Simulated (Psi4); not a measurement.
C2H7BClN (SMILES CN(C)BCl), singlet, geometry from GFN2-xTB; B3LYP/def2-TZVPPD (Psi4 1.11).

Here is a job for Psi4.
```
memory 2 GB

molecule {
0 1
  B     0.15062629   -0.56690748    0.66112764
  H     0.04356132   -0.99570359    1.74513109
  Cl    1.16795744   -1.40522036   -0.46080406
  N    -0.51518930    0.58054985    0.27667862
  C    -0.44542322    1.18517422   -1.03726215
  C    -1.37860522    1.32468932    1.16785686
  H    -1.44137954    1.22609085   -1.48682496
  H    -0.05725166    2.20474136   -0.96299532
  H     0.20999125    0.60099831   -1.67768675
  H    -1.01018099    2.34766768    1.28534050
  H    -2.39311626    1.36986040    0.76196220
  H    -1.40953635    0.84659841    2.14278555
}

set basis def2-tzvppd

energy('b3lyp')
print_variables()
```

It wrote (shortened):

```
   => Loading Basis Set <=

    Name: DEF2-TZVPPD
    Role: ORBITAL
    Keyword: BASIS

         ---------------------------------------------------------
                                   SCF
               by Justin Turney, Rob Parrish, Andy Simmonett
                          and Daniel G. A. Smith
                              RKS Reference
         ---------------------------------------------------------

  ==> Geometry <==

    Molecular point group: c1
    Full point group: C1

    Geometry (in Angstrom), charge = 0, multiplicity = 1:

       Center              X                  Y                   Z               Mass
    ------------   -----------------  -----------------  -----------------  -----------------
         B            0.070520275512    -0.462853809855     0.678394300055    11.009305360000
         H           -0.036544694488    -0.891649919855     1.762397750055     1.007825032230
         CL           1.087851425512    -1.301166689855    -0.443537399945    34.968852682000
         N           -0.595295314488     0.684603520145     0.293945280055    14.003074004430
         C           -0.525529234488     1.289227890145    -1.019995489945    12.000000000000
         C           -1.458711234488     1.428742990145     1.185123520055    12.000000000000
         H           -1.521485554488     1.330144520145    -1.469558299945     1.007825032230
         H           -0.137357674488     2.308795030145    -0.945728659945     1.007825032230
         H            0.129885235512     0.705051980145    -1.660420089945     1.007825032230
         H           -1.090287004488     2.451721350145     1.302607160055     1.007825032230
         H           -2.473222274488     1.473914070145     0.779228860055     1.007825032230
         H           -1.489642364488     0.950652080145     2.160052210055     1.007825032230

  Running in c1 symmetry.

  Rotational constants: A =      0.30522  B =      0.07531  C =      0.06181 [cm^-1]
  Rotational constants: A =   9150.30294  B =   2257.72331  C =   1852.99946 [MHz]
  Nuclear repulsion =  212.667530669708441

  Charge       = 0
  Multiplicity = 1
  Electrons    = 48
  Nalpha       = 24
  Nbeta        = 24

  ==> Algorithm <==

  SCF Algorithm Type is DF.
  DIIS enabled.
  MOM disabled.
  Fractional occupation disabled.
  Guess Type is SAD.
  Energy threshold   = 1.00e-06
  Density threshold  = 1.00e-06
  Integral threshold = 1.00e-12

  ==> Primary Basis <==

  Basis Set: DEF2-TZVPPD
    Blend: DEF2-TZVPPD
    Number of shells: 118
    Number of basis functions: 318
    Number of Cartesian functions: 356
    Spherical Harmonics?: true
    Max angular momentum: 3

  ==> DFT Potential <==

   => LibXC <=

    Version 7.1.2
    S. Lehtola, C. Steigemann, M. J. T. Oliveira, and M. A. L. Marques,  SoftwareX 7, 1–5 (2018) (10.1016/j.softx.2017.11.002)

   => Composite Functional: B3LYP <=

    B3LYP Hyb-GGA Exchange-Correlation Functional

    P. J. Stephens, F. J. Devlin, C. F. Chabalowski, and M. J. Frisch,  J. Phys. Chem. 98, 11623 (1994) (10.1021/j100096a001)

    Deriv               =              1
    GGA                 =           TRUE
    Meta                =          FALSE

    Exchange Hybrid     =           TRUE
    MP2 Hybrid          =          FALSE

   => Exchange Functionals <=

    0.0800   Slater exchange
    0.7200         Becke 88

   => Exact (HF) Exchange <=

    0.2000               HF

   => Correlation Functionals <=

    0.1900   Vosko, Wilk & Nusair (VWN5_RPA)
    0.8100   Lee, Yang & Parr

   => LibXC Density Thresholds  <==

    XC_HYB_GGA_XC_B3LYP:  1.00E-15

   => Molecular Quadrature <=

    Radial Scheme          =       TREUTLER
    Pruning Scheme         =           NONE
    Nuclear Scheme         =       TREUTLER

    Blocking Scheme        =         OCTREE
    BS radius alpha        =              1
    Pruning alpha          =              1
    Radial Points          =             75
    Spherical Points       =            302
[...]
  Using in-core AOs.

  ==> MemDFJK: Density-Fitted J/K Matrices <==

    J tasked:                   Yes
    K tasked:                   Yes
    wK tasked:                   No
    Algorithm:                 Core
    Schwarz Cutoff:           1E-12
    Mask sparsity (%):       3.4018
    Fitting Condition:        1E-10

   => Auxiliary Basis Set <=

  Basis Set: (DEF2-TZVPPD AUX)
    Blend: DEF2-UNIVERSAL-JKFIT
    Number of shells: 180
    Number of basis functions: 556
    Number of Cartesian functions: 655
    Spherical Harmonics?: true
    Max angular momentum: 4

  Minimum eigenvalue in the overlap matrix is 6.9411846946E-06.
  Reciprocal condition number of the overlap matrix is 4.6462092125E-07.
    Using symmetric orthogonalization.

  ==> Pre-Iterations <==

  SCF Guess: Superposition of Atomic Densities via on-the-fly atomic UHF (no occupation information).

   -------------------------
    Irrep   Nso     Nmo
   -------------------------
     A        318     318
   -------------------------
    Total     318     318
   -------------------------

  ==> Iterations <==

                           Total Energy        Delta E     RMS |[F,P]|

   @DF-RKS iter SAD:  -619.90080338550183   -6.19901e+02   0.00000e+00
   @DF-RKS iter   1:  -619.89681604635257    3.98734e-03   3.20843e-03 DIIS/ADIIS
   @DF-RKS iter   2:  -619.01680697811867    8.80009e-01   5.06177e-03 DIIS/ADIIS
   @DF-RKS iter   3:  -620.36194364519133   -1.34514e+00   9.78075e-04 DIIS/ADIIS
   @DF-RKS iter   4:  -620.39739109740231   -3.54475e-02   3.52611e-04 DIIS/ADIIS
   @DF-RKS iter   5:  -620.40224200362104   -4.85091e-03   7.50759e-05 DIIS
   @DF-RKS iter   6:  -620.40247040685119   -2.28403e-04   1.59528e-05 DIIS
   @DF-RKS iter   7:  -620.40248097715107   -1.05703e-05   3.44344e-06 DIIS
   @DF-RKS iter   8:  -620.40248150761215   -5.30461e-07   1.02419e-06 DIIS
   @DF-RKS iter   9:  -620.40248155499989   -4.73877e-08   3.58547e-07 DIIS
  Energy and wave function converged.

  ==> Post-Iterations <==

   Electrons on quadrature grid:
      Ntotal   =   47.9999611784 ; deviation = -3.882e-05

    Orbital Energies [Eh]
    ---------------------

    Doubly Occupied:

[...]
    Virtual:

[...]
    Final Occupation by Irrep:
              A
    DOCC [    24 ]
    NA   [    24 ]
    NB   [    24 ]

  @DF-RKS Final Energy:  -620.40248155499989

   => Energetics <=

    Nuclear Repulsion Energy =            212.6675306697084409
    One-Electron Energy =               -1272.4695974630483306
    Two-Electron Energy =                 482.0462827482633656
    DFT Exchange-Correlation Energy =     -42.6466975099233849
    Empirical Dispersion Energy =           0.0000000000000000
    VV10 Nonlocal Energy =                  0.0000000000000000
    Total Energy =                       -620.4024815549998948

Computation Completed

Properties will be evaluated at   0.000000,   0.000000,   0.000000 [a0]

Properties computed using the SCF density matrix

 Multipole Moments:

 ------------------------------------------------------------------------------------
     Multipole            Electronic (a.u.)      Nuclear  (a.u.)        Total (a.u.)
 ------------------------------------------------------------------------------------

 L = 1.  Multiply by 2.5417464519 to convert [e a0] to [Debye]
 Dipole X            :          6.6473843           -7.2661646           -0.6187804
 Dipole Y            :         -8.5909189            9.4383812            0.8474623
 Dipole Z            :         -1.5144669            1.5662046            0.0517376
 Magnitude           :                                                    1.0505990

 ------------------------------------------------------------------------------------

  Variable Map:
  ----------------------------------------------------------------------------
[...]
  Array Variable Map:
  ----------------------------------------------------------------------------
[...]
[...]
```
